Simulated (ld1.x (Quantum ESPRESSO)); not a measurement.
## Pseudopotential generation for cobalt (Co): PAW, PBE, non-relativistic.

* Element: cobalt (Co)
* Generator: ld1.x (Quantum ESPRESSO) 7.5
* Type: PAW
* Functional: PBE
* Relativity: non-relativistic
* Frozen core: [Ne]
* Valence charge: 17
* Reference configuration: 3s2 3p6 3d8 4s1 4p0
* Partial waves: 3s (bound): rcut 1.05, rcutus 1.30 bohr; 4s (bound): rcut 1.05, rcutus 1.30 bohr; 3p (bound): rcut 1.25, rcutus 1.60 bohr; 4p (bound, empty): rcut 1.25, rcutus 1.60 bohr; 3d (bound): rcut 1.05, rcutus 1.30 bohr; 3d channel at 0.4 Ry: rcut 1.05, rcutus 1.30 bohr; 4f channel at 0.15 Ry: rcut 1.35, rcutus 1.55 bohr; 4f channel at 2.7 Ry: rcut 1.35, rcutus 1.55 bohr
* Local potential: all-electron potential smoothed inside 1.30 bohr (lloc = -1)
* Core correction: Bessel-smoothed model core inside 1.15 bohr
* Augmentation charge: PSQ, inside the norm-conserving radii

All-electron outer shells of the reference configuration (PBE, non-relativistic, ld1.x):

| shell | level (eV) | outermost node (bohr) | outermost maximum (bohr) |
| --- | --- | --- | --- |
| 2p | -761.12 | – | 0.17 |
| 3s | -94.94 | 0.32 | 0.68 |
| 3p | -60.27 | 0.29 | 0.68 |
| 3d | -4.37 | – | 0.67 |
| 4s | -4.24 | 0.98 | 2.47 |
| 4p | -0.81 | 1.07 | 3.78 |

(1) Is the overlap operator S = 1 + Σ q|β⟩⟨β| positive definite (Bessel basis up to 400 Ry)?

(2) Tests: 3s2 3p6 3d7 4s2 4p0; 3s2 3p6 3d7 4s1 4p0; 3s2 3p6 3d7 4s0 4p0; 3s2 3p6 3d8 4s0 4p0; 3s2 3p6 3d7 4s1 4p1; 3s1 3p6 3d7 4s2 4p0; 3s2 3p6 3d7.5 4s1.5 4p0. Which has the largest error in its energy relative to the reference configuration, and how large is it?

Results:

(1) No: its lowest eigenvalue is -0.163, in the p channel, so the generalised eigenproblem breaks down once the basis is large enough.

(2) 3s2 3p6 3d7 4s1 4p1, with +10 meV (all-electron minus pseudo) on +5.75 eV.

The ghost test of this file was not conclusive. Its overlap operator is not positive definite in a basis up to 400 Ry (lowest eigenvalue p -0.16), so the file is unfit for use: the generalised eigenproblem breaks down once the basis is large enough, and its test numbers describe a broken file.
